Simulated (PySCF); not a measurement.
Mg⁺ (magnesium, charge +1) across methods

[Ne] 3s1, 2S determinant. Calculation: PySCF 2.14, in aug-cc-pVQZ (7s6p4d3f2g, 84 functions); no relativity, point nucleus.

```json
{"method": "PBE", "E (hartree)": "-199.6703", "mean ε 2p α (eV)": "-56.024", "mean ε 2p β (eV)": "-55.854", "mean ε 3s α (eV)": "-11.902", "Σ⟨r²⟩ (bohr²)": "13.71", "⟨S²⟩": "0.750"}
{"method": "HSE06", "E (hartree)": "-199.7049", "mean ε 2p α (eV)": "-59.576", "mean ε 2p β (eV)": "-59.407", "mean ε 3s α (eV)": "-12.329", "Σ⟨r²⟩ (bohr²)": "13.71", "⟨S²⟩": "0.750"}
{"method": "PBE0", "E (hartree)": "-199.6907", "mean ε 2p α (eV)": "-60.014", "mean ε 2p β (eV)": "-59.848", "mean ε 3s α (eV)": "-12.709", "Σ⟨r²⟩ (bohr²)": "13.73", "⟨S²⟩": "0.750"}
{"method": "M06-L", "E (hartree)": "-199.7834", "mean ε 2p α (eV)": "-57.105", "mean ε 2p β (eV)": "-57.046", "mean ε 3s α (eV)": "-11.759", "Σ⟨r²⟩ (bohr²)": "13.48", "⟨S²⟩": "0.751"}
{"method": "UHF", "E (hartree)": "-199.37148", "mean ε 2p α (eV)": "-70.916", "mean ε 2p β (eV)": "-70.758", "mean ε 3s α (eV)": "-14.738", "Σ⟨r²⟩ (bohr²)": "14.00", "⟨S²⟩": "0.750"}
{"method": "r2SCAN0", "E (hartree)": "-199.7654", "mean ε 2p α (eV)": "-60.944", "mean ε 2p β (eV)": "-60.813", "mean ε 3s α (eV)": "-12.815", "Σ⟨r²⟩ (bohr²)": "13.69", "⟨S²⟩": "0.750"}
{"method": "r2SCAN", "E (hartree)": "-199.7700", "mean ε 2p α (eV)": "-57.322", "mean ε 2p β (eV)": "-57.197", "mean ε 3s α (eV)": "-12.057", "Σ⟨r²⟩ (bohr²)": "13.70", "⟨S²⟩": "0.750"}
{"method": "CAM-B3LYP", "E (hartree)": "-199.7927", "mean ε 2p α (eV)": "-61.428", "mean ε 2p β (eV)": "-61.288", "mean ε 3s α (eV)": "-13.943", "Σ⟨r²⟩ (bohr²)": "13.59", "⟨S²⟩": "0.750"}
{"method": "LDA", "E (hartree)": "-198.8471", "mean ε 2p α (eV)": "-56.140", "mean ε 2p β (eV)": "-55.988", "mean ε 3s α (eV)": "-11.989", "Σ⟨r²⟩ (bohr²)": "13.61", "⟨S²⟩": "0.750"}
```
